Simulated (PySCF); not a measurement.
Compound: C3H6NSSi (doublet state).
Z-matrix (Å and degrees, GFN2-xTB geometry), rows numbered from 1:
```
C 
C   1  1.3520
C   2  1.4039  1  124.04
N   3  1.3303  2  120.23  1   180.00
Si  4  1.6316  3  137.89  2   179.88
S   5  2.1351  4  111.02  3   179.49
H   1  1.0745  2  121.71  3  -179.90
H   1  1.0766  2  121.29  3     0.00
H   2  1.0816  1  119.70  3  -179.94
H   3  1.0861  2  118.47  1     0.06
H   5  1.4481  4  142.11  3    -0.14
H   6  1.3219  5   95.45  4    -0.51
```

The hyperfine couplings belong to this conformer and change with its torsions.

Identity: `C=C/C=N/[SiH]S` [radical].

Computed with UKS B3LYP, pcH-1 on C H N S Si, non-relativistic, mean-field spin-orbit, GIAO (PySCF). Isolated species at its GFN2-xTB geometry (one conformer only). Couplings are sensitive to structure, and on GFN2-xTB geometries they can be far from those on DFT ones, by a factor of two or more for some ions and for spin on atoms past the first row. No stability test was run, so a lower SCF solution isn't excluded. ⟨S²⟩ is 0.781 where a pure state has 0.75.

Q: Where do the isotropic ENDOR lines of N4, H10, H11, H7, H8, H9 and H12 fall at 3352.0 mT, to first order?

A: For S = 1/2 in fast tumbling each set of equivalent nuclei gives two lines, ν± = |νn ± a/2| to first order, with νn = g_N μN B/h and μN/h = 7.62259 MHz/T.

```
nuclei  isotope     g_N  νn (MHz)  a_iso (MHz)  lower line (MHz)  upper line (MHz)
    N4      14N  0.4038     10.32        -8.42              6.11             14.53
   H10       1H  5.5857    142.72       -28.55            128.44            157.00
   H11       1H  5.5857    142.72       -27.28            129.08            156.36
    H7       1H  5.5857    142.72       -26.07            129.68            155.76
    H8       1H  5.5857    142.72       -24.37            130.54            154.90
    H9       1H  5.5857    142.72         8.85            138.30            147.14
   H12       1H  5.5857    142.72        -3.15            141.14            144.29
```

Q: Which pairs are centred on the nuclear Larmor frequency, and which on half the coupling?

A: Centred on νn, since |a| < 2νn: N4, H10, H11, H7, H8, H9 and H12. No pair has |a| > 2νn.

Q: At what field would the lower line of H10 fall to zero frequency?

A: Where νn = |a|/2, that is B = 14.28 MHz/(5.5857 × 7.62259 MHz/T) = 335 mT, as far as first order holds there.
